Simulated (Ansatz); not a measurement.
Geometry optimisation, RKS B3LYP-D4/6-31G* (Ansatz 0.2.0).

The input (input.yaml):

```yaml
crystal:
  periodic: [false, false, false]
  atoms:
    - { symbol: B, position_ang: [-0.77025, 1.27012, 0.19093] }
    - { symbol: O, position_ang: [0.22812, 0.48364, 0.58221] }
    - { symbol: C, position_ang: [0.59825, -0.65261, 0.09075] }
    - { symbol: C, position_ang: [0.9805, -1.71596, -0.30616] }
    - { symbol: H, position_ang: [-1.47412, 0.9963, -0.71358] }
    - { symbol: H, position_ang: [-0.8932, 2.25466, 0.81426] }
    - { symbol: H, position_ang: [1.33069, -2.63613, -0.65841] }
basis:
  gaussian: { orbitals: "6-31G*" }
hamiltonian:
  xc: b3lyp
  dispersion: d4
relax:
  f_tol: 0.02
  max_steps: 50
```

Launched with:

```bash
$ ansatz run input.yaml --threads 1 --pin off --max-ram 2048MiB --backend cpu --events-out ev --progress --plain --runs-dir out
```

Task: Where does it end, and by what steps?

Result: The forces met the threshold. After 5 steps the energy has fallen by 0.076 eV; H5 moved furthest, 0.11 Å.

| step | energy less start (eV) | largest force component (eV/Å) | accepted |
| --- | --- | --- | --- |
| 0 | 0.0000 | 1.131 | yes |
| 1 | -0.0579 | 0.566 | yes |
| 2 | -0.0706 | 0.189 | yes |
| 3 | -0.0755 | 0.113 | yes |
| 4 | -0.0761 | 0.086 | yes |
| 5 | -0.0763 | 0.005 | yes |

```xyz
7
Properties=species:S:1:pos:R:3
B -0.770 1.279 0.197
O 0.272 0.510 0.652
C 0.609 -0.643 0.121
C 0.970 -1.704 -0.318
H -1.423 0.905 -0.728
H -0.940 2.296 0.791
H 1.281 -2.642 -0.714
```

Run time: 18 s on 1 thread of Intel(R) Xeon(R) Platinum 8259CL CPU @ 2.50GHz (Skylake/Cascade Lake), on a shared host, peak memory 0.17 GiB.
